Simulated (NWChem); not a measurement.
BH3SO2; SMILES OB(S)O

```xyz
7

B     -0.0156     0.4499     0.0000
O     -1.2247     1.0747     0.0000
H     -1.1935     2.0352     0.0000
O      1.1984     1.0710     0.0000
H      1.1654     2.0323     0.0000
S     -0.0603    -1.3731     0.0000
H      1.2814    -1.5119     0.0000
```
Atoms are numbered in this order, from 1.

Program: NWChem. Medium grid unless said otherwise, to which SCAN and Minnesota functionals are sensitive. Structure relaxed at the PBE0/def2-SVP level. Total energies of different functionals are on different scales.

| level | energy (Ha) | highest occupied level (eV) | orbital gap (eV) | dipole (D) |
|---|---|---|---|---|
| B3LYP/def2-SVP | -575.1893 | -6.77 | 7.10 | 3.62 |
| PBE/def2-SVP | -574.7964 | ? | ? | 3.60 |
| B3PW91/def2-SVP | -575.0688 | -6.89 | 7.54 | 3.73 |
| M05-2X/def2-SVP | -575.1393 | -8.31 | 10.12 | 3.77 |
| B97-2/def2-SVP | -575.1389 | -6.87 | 7.59 | 3.71 |
| MPW1K/def2-SVP | -575.1301 | -8.07 | 9.42 | 3.82 |
| CAM-B3LYP/def2-SVP | -575.1141 | -8.35 | 9.92 | 3.73 |
| PBE0/def2-SVP | -574.8378 | -7.10 | 7.83 | 3.74 |

Problem. Fill in the missing entries.

Solution. 
- PBE/def2-SVP, highest occupied level (eV): -5.77
- PBE/def2-SVP, orbital gap (eV): 5.57
